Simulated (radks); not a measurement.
Values are calculated unless marked as measured or tabulated.
Mn, configuration [Ne] 3s2 3p5 3d5 4s2 5s1 (not the ground configuration). Code: a radial shooting solver on a logarithmic mesh with Libxc functionals. Model: scalar-relativistic Kohn-Sham, LDA (Slater exchange, Perdew-Zunger correlation), spin-polarised, spherical densities, finite nucleus; open shells are filled with parallel spins first; Fermi nuclear charge, rms radius 3.7057 fm.

Normalised radial functions P(r) = r R(r), r in bohr:

```
   r/bohr * 4s down (the largest magnitude, 0.623, reaches the edge; | marks zero)
 0.005717                             | *
 0.008947                             |  *
    0.014                             |   *
  0.02192                             |   *
  0.03431                             |    *
   0.0537                             |  *
  0.08405                            *|
   0.1315                       *     |
   0.2059                     *       |
   0.3223                            *|
   0.5044                             |          *
   0.7895                             |          *
    1.236                     *       |
    1.934  *                          |
    3.027   *                         |
    4.738                  *          |
    7.416                           * |
    11.61                             *
    18.17                             *
```

4s down: eigenvalue -9.301 eV, 3 radial nodes at r = 0.0793, 0.334, 1.05 bohr, <r> = 2.76 bohr, 90 % of the charge inside 4.11 bohr.
